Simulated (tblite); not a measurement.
Record of a relaxation.

Species: C6H9ClO (charge +1 and doublet state).
Numbering: `[CH2:1]=[C:2]([Cl:3])[O:4][CH2:5][C:6]([CH2+:7])[CH3:8]` (hydrogens: H9, H10 on C1; H11, H12 on C5; H13, H14 on C7; H15, H16, H17 on C8)
Bond orders are those of one Lewis drawing.

Computed with GFN2-xTB (tblite), gas phase: L-BFGS steps from a force-field or distance-geometry start until the largest atomic force falls under 0.01 eV/Å. 7 of its 124 geometries are shown.

Step 0: E = -691.1101 eV, largest atomic force 4.718 eV/Å
```
atom  x, y, z in Å  |  force x, y, z in eV/Å
C1      3.161    0.755    0.172   -0.036   0.497  -0.018
C2      2.268   -0.191    0.418   -1.162  -0.944   0.148
Cl3     2.827   -1.859    0.355   -0.594   0.288   0.039
O4      0.947    0.051    0.743    1.372   0.089  -0.564
C5     -0.129   -0.748    0.317    0.807  -0.674   1.636
C6     -1.408   -0.161    0.873   -1.140  -0.265  -4.571
C7     -2.540   -1.011    0.391    1.030   0.781   2.131
C8     -1.496    1.254    0.329   -0.459   0.160   0.292
H9      2.892    1.802    0.203    0.177  -0.194  -0.049
H10     4.164    0.442   -0.066   -0.010   0.331   0.109
H11    -0.235   -0.727   -0.800    0.148  -0.020   0.718
H12    -0.005   -1.792    0.659    0.167   0.082  -0.224
H13    -2.699   -1.137   -0.664   -0.534   0.435   0.019
H14    -3.182   -1.490    1.130    0.268  -0.200  -0.407
H15    -0.513    1.604   -0.036   -0.474  -0.112   0.420
H16    -1.829    1.946    1.146    0.038  -0.516  -0.809
H17    -2.231    1.273   -0.531    0.402   0.259   1.131
```

Step 20: E = -694.2893 eV, largest atomic force 0.428 eV/Å
```
atom  x, y, z in Å  |  force x, y, z in eV/Å
C1      3.138    0.765    0.247    0.060  -0.012  -0.079
C2      2.217   -0.198    0.439   -0.182   0.111  -0.064
Cl3     2.641   -1.856    0.298    0.038  -0.219  -0.011
O4      0.955    0.109    0.684   -0.046   0.094  -0.056
C5     -0.057   -0.803    0.340    0.068  -0.171   0.089
C6     -1.402   -0.169    0.254   -0.111  -0.297   0.026
C7     -2.497   -0.960    0.341   -0.040  -0.100   0.053
C8     -1.502    1.294    0.129   -0.079  -0.136   0.081
H9      2.849    1.802    0.252    0.116   0.009   0.084
H10     4.145    0.475    0.022    0.192   0.206   0.078
H11     0.215   -1.241   -0.638   -0.183  -0.132   0.073
H12    -0.117   -1.633    1.058    0.174  -0.053   0.041
H13    -3.467   -0.551    0.115   -0.073  -0.039   0.133
H14    -2.467   -1.999    0.661    0.052   0.293  -0.307
H15    -0.546    1.746   -0.110   -0.056   0.077  -0.166
H16    -1.810    1.668    1.104   -0.009   0.249   0.141
H17    -2.301    1.565   -0.556    0.079   0.119  -0.114
```

Step 41: E = -694.4380 eV, largest atomic force 0.091 eV/Å
```
atom  x, y, z in Å  |  force x, y, z in eV/Å
C1      3.174    0.771    0.285   -0.001  -0.016   0.062
C2      2.226   -0.194    0.296   -0.007   0.021   0.027
Cl3     2.633   -1.868    0.216    0.006   0.065  -0.019
O4      0.952    0.143    0.375    0.003  -0.007   0.002
C5     -0.073   -0.817    0.335    0.062  -0.035  -0.010
C6     -1.430   -0.183    0.276    0.070  -0.009   0.019
C7     -2.525   -0.969    0.338    0.026   0.047  -0.012
C8     -1.516    1.289    0.146    0.007  -0.035  -0.018
H9      2.882    1.807    0.355    0.023  -0.023  -0.028
H10     4.222    0.539    0.233   -0.017  -0.019  -0.014
H11     0.067   -1.465   -0.547   -0.034  -0.036   0.001
H12     0.004   -1.484    1.209   -0.039   0.019  -0.008
H13    -3.504   -0.526    0.276   -0.052  -0.074   0.005
H14    -2.470   -2.040    0.449   -0.012   0.057  -0.005
H15    -0.578    1.705   -0.211   -0.064   0.043   0.013
H16    -1.736    1.735    1.121    0.049  -0.009  -0.051
H17    -2.335    1.568   -0.514   -0.022   0.011   0.036
```

Step 62: E = -694.4583 eV, largest atomic force 0.122 eV/Å
```
atom  x, y, z in Å  |  force x, y, z in eV/Å
C1      3.205    0.750    0.322   -0.042   0.017   0.002
C2      2.225   -0.185    0.310    0.051   0.033  -0.027
Cl3     2.620   -1.862    0.198   -0.050   0.025   0.018
O4      0.953    0.167    0.375    0.025  -0.052  -0.002
C5     -0.075   -0.792    0.345   -0.028   0.077  -0.061
C6     -1.440   -0.167    0.261    0.022   0.004  -0.049
C7     -2.514   -0.982    0.301    0.022  -0.043  -0.005
C8     -1.557    1.299    0.134   -0.002   0.013  -0.018
H9      2.954    1.796    0.390   -0.005  -0.024   0.007
H10     4.248    0.484    0.269   -0.121  -0.014   0.007
H11     0.067   -1.474   -0.513    0.000   0.044   0.046
H12    -0.025   -1.427    1.242    0.042  -0.030   0.047
H13    -3.516   -0.601    0.212    0.010   0.015   0.015
H14    -2.405   -2.046    0.423   -0.061  -0.054  -0.006
H15    -0.735    1.705   -0.450    0.042   0.035  -0.002
H16    -1.502    1.760    1.124    0.060   0.007  -0.012
H17    -2.511    1.587   -0.303    0.033  -0.054   0.041
```

Step 82: E = -694.4770 eV, largest atomic force 0.091 eV/Å
```
atom  x, y, z in Å  |  force x, y, z in eV/Å
C1      3.178    0.774    0.355    0.014   0.016  -0.044
C2      2.201   -0.159    0.322    0.017  -0.006   0.022
Cl3     2.603   -1.837    0.244   -0.004  -0.001   0.001
O4      0.926    0.183    0.353    0.012   0.004  -0.035
C5     -0.084   -0.795    0.351    0.001   0.009   0.008
C6     -1.451   -0.186    0.254    0.004   0.005  -0.009
C7     -2.529   -0.998    0.253    0.001   0.011   0.013
C8     -1.532    1.282    0.144   -0.040  -0.027  -0.018
H9      2.947    1.824    0.421   -0.054  -0.014  -0.004
H10     4.214    0.489    0.305    0.002   0.012   0.027
H11     0.072   -1.501   -0.482   -0.006   0.006   0.000
H12    -0.009   -1.396    1.271   -0.035  -0.058   0.026
H13    -3.525   -0.599    0.173   -0.001   0.015  -0.006
H14    -2.444   -2.069    0.331    0.008   0.006   0.006
H15    -0.931    1.615   -0.703    0.049   0.061  -0.047
H16    -1.090    1.754    1.022    0.036   0.010   0.046
H17    -2.553    1.631    0.026   -0.004  -0.049   0.014
```

Step 102: E = -694.4830 eV, largest atomic force 0.010 eV/Å
```
atom  x, y, z in Å  |  force x, y, z in eV/Å
C1      3.148    0.796    0.344    0.002   0.001  -0.003
C2      2.203   -0.171    0.328   -0.003   0.002   0.004
Cl3     2.636   -1.839    0.285   -0.005  -0.005   0.007
O4      0.924    0.150    0.346   -0.001  -0.004  -0.006
C5     -0.085   -0.827    0.341    0.002  -0.006   0.003
C6     -1.442   -0.195    0.247    0.001   0.000   0.003
C7     -2.539   -0.979    0.255    0.003   0.004   0.005
C8     -1.496    1.276    0.147    0.000   0.001   0.004
H9      2.859    1.833    0.379    0.005   0.003  -0.004
H10     4.196    0.558    0.324    0.003   0.002   0.003
H11     0.065   -1.526   -0.498   -0.005   0.006  -0.007
H12    -0.021   -1.442    1.254   -0.002   0.006  -0.003
H13    -3.525   -0.553    0.177   -0.003  -0.001  -0.001
H14    -2.481   -2.051    0.337    0.006   0.000  -0.002
H15    -0.901    1.616   -0.703   -0.002   0.000   0.001
H16    -1.034    1.730    1.026    0.000  -0.010  -0.002
H17    -2.515    1.634    0.050   -0.002   0.000  -0.001
```

Step 123: E = -694.4844 eV, largest atomic force 0.008 eV/Å
```
atom  x, y, z in Å  |  force x, y, z in eV/Å
C1      3.151    0.794    0.337   -0.001  -0.003   0.001
C2      2.202   -0.170    0.345    0.001  -0.004  -0.007
Cl3     2.628   -1.839    0.415    0.002   0.004   0.004
O4      0.924    0.154    0.296    0.001  -0.003  -0.001
C5     -0.084   -0.825    0.304   -0.005   0.004  -0.002
C6     -1.443   -0.194    0.241   -0.001   0.003  -0.003
C7     -2.537   -0.982    0.253    0.000   0.000  -0.007
C8     -1.500    1.279    0.166    0.003  -0.001  -0.007
H9      2.868    1.832    0.290    0.004  -0.005   0.003
H10     4.197    0.550    0.377    0.002   0.006  -0.002
H11     0.048   -1.513   -0.547    0.002   0.003   0.006
H12     0.000   -1.449    1.209   -0.004  -0.002   0.000
H13    -3.526   -0.560    0.205    0.001   0.002   0.005
H14    -2.473   -2.056    0.309    0.002   0.008   0.001
H15    -0.941    1.632   -0.703   -0.003  -0.005   0.003
H16    -1.000    1.718    1.031   -0.004  -0.002   0.003
H17    -2.522    1.640    0.113   -0.002  -0.006   0.005
```

**Question.** Summarise the path.

**Answer.** The energy falls by 325.57 kJ/mol from step 0 to step 123; nine tenths of that is first reached at step 17. It rises by more than 0.2 meV at steps 16 and 63. The largest force goes from 4.718 to 0.008 eV/Å. Among the bonds C6–C7 changes most, from 1.496 to 1.349 Å; the atoms move by 0.661 Å rms after alignment.

**Question.** Follow the three bonds and two angles with the largest change from start to end.

**Answer.** 
```
step  E above end (kJ/mol)  largest force (eV/Å)  C6–C7 (Å)  C2–O4 (Å)  C8–H17 (Å)  C7–C6–C8 (°)  C5–C6–C7 (°)
   0                325.57                 4.718      1.496      1.383       1.131         111.7         107.5
   5                202.78                 1.470      1.414      1.370       1.089         119.6         120.8
  11                 86.13                 1.132      1.363      1.335       1.072         121.3         121.4
  16                 41.22                 1.894      1.349      1.318       1.099         120.4         120.7
  21                 17.09                 0.424      1.353      1.321       1.087         122.3         118.3
  27                  9.01                 0.154      1.350      1.319       1.090         122.1         117.8
  32                  6.82                 0.105      1.351      1.321       1.088         122.6         118.9
  37                  5.53                 0.144      1.350      1.320       1.090         122.1         119.0
  43                  4.25                 0.077      1.349      1.320       1.088         122.1         119.3
  48                  3.98                 0.059      1.349      1.319       1.088         122.1         119.0
  53                  3.75                 0.072      1.350      1.319       1.088         122.2         118.8
  59                  3.07                 0.111      1.349      1.321       1.089         122.6         118.1
  64                  2.17                 0.100      1.349      1.322       1.086         122.9         118.1
  70                  1.62                 0.045      1.350      1.321       1.086         123.2         118.0
  75                  1.37                 0.053      1.349      1.321       1.086         123.3         118.1
  80                  0.89                 0.136      1.349      1.319       1.088         123.7         118.9
  86                  0.44                 0.060      1.349      1.320       1.084         123.6         119.1
  91                  0.23                 0.041      1.349      1.320       1.084         123.5         119.5
  96                  0.15                 0.015      1.348      1.319       1.085         123.3         119.4
 102                  0.13                 0.010      1.349      1.319       1.085         123.4         119.4
 107                  0.11                 0.020      1.349      1.319       1.085         123.5         119.3
 112                  0.08                 0.016      1.348      1.319       1.085         123.7         119.2
 118                  0.04                 0.028      1.348      1.320       1.085         123.7         119.0
 123                  0.00                 0.008      1.349      1.320       1.085         123.5         119.3
```

The cost below is that of the whole relaxation. Hardware: Intel Xeon at 2.50 GHz, one thread, shared host with 64 logical CPUs at a one-minute load of 63. Cost: 3.2 s of wall time.
